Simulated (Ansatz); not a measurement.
Gas-phase electronic energies from Ansatz, PBE0-D4/def2-TZVP geometries. CBS: MP2 limit from def2 TZ/QZ plus the TZ coupled-cluster correction, frozen cores. DFT in def2-TZVPP. B3LYP here is the variant with VWN-RPA as its local correlation; programs differ in this. One conformer a species, not always the lowest.

Reaction (cleavage of the Si–B bond): `BB(N)[SiH3]` + `OC[SiH2]Cl` → `[SiH3]OC[SiH2]Cl` + `BBN`

```tsv
level	ΔE (kcal/mol)	difference from CCSD(T)/CBS
PBE-D4	-16.0	6.9
PBE0-D4	-18.5	4.4
ωB97X-V	-22.8	0.1
ωB97M-V	-23.0	-0.1
PBE	-16.3	6.6
r2SCAN	-20.4	2.5
PBE0	-18.7	4.2
B3LYP	-23.2	-0.3
SCS-MP2/def2-TZVPP	-26.1	-3.2
CCSD/def2-TZVPP	-24.1	-1.2
HF/def2-QZVPP	-31.4	-8.5
MP2/def2-QZVPP	-24.8	-1.9
SCS-MP2/def2-QZVPP	-26.2	-3.3
HF/CBS(def2)	-31.5	-8.6
MP2/CBS(def2)	-24.7	-1.8
CCSD/CBS(def2)	-24.1	-1.2
CCSD(T)/CBS	-22.9	0
```

Largest T1 diagnostic among the species: 0.014.

In def2-TZVPP, CCSD(T) changes the Hartree–Fock value by +8.0 kcal/mol (the triples alone add +1.2 kcal/mol) and MP2 by +6.2 kcal/mol. From PBE to PBE0 (25 % exact exchange), in def2-TZVPP and without D4, ΔE moves by −2.4 kcal/mol.
